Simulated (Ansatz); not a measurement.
Reactions of FHZn, SMILES `[F][ZnH]`.

Calculated with Ansatz (gas phase, PBE0-D4/def2-TZVP geometries, no zero-point term in ΔE). CCSD(T)/CBS is the MP2 limit (def2-TZVPP, def2-QZVPP) plus CCSD(T) − MP2 in def2-TZVPP, frozen cores. This one scheme is used for every species. DFT in def2-TZVPP. B3LYP here is the variant with VWN-RPA as its local correlation; programs differ in this. For Br, Ge, Zn outer-core shells are correlated without core-valence functions, which leaves a few kJ/mol of doubt a bond. Scalar relativity is left out up to krypton. One conformer a species, not always the lowest.

```tsv
reaction	B3LYP-D4 (kJ/mol)	CCSD(T)/def2-SVP (kJ/mol)	RPA@PBE/def2-TZVPP (kJ/mol)	revPBE-D4 (kJ/mol)	CCSD(T)/CBS(def2) (kJ/mol)
`[F][ZnH]` + HBr → `[ZnH][Br]` + H–F	-66	-64	-61	-64	-75
`[F][ZnH]` + `[OH][GeH3]` → `[ZnH][O][GeH3]` + H–F	28	13	19	28	21
`[F][ZnH]` + H₂ → `[ZnH2]` + H–F	72	72	65	70	73
`[F][ZnH]` + `C[SiH2]N` → `C[SiH2][NH][ZnH]` + H–F	52	45	41	45	44
```

Largest T1 diagnostic: 0.018, for `[F][ZnH]`.
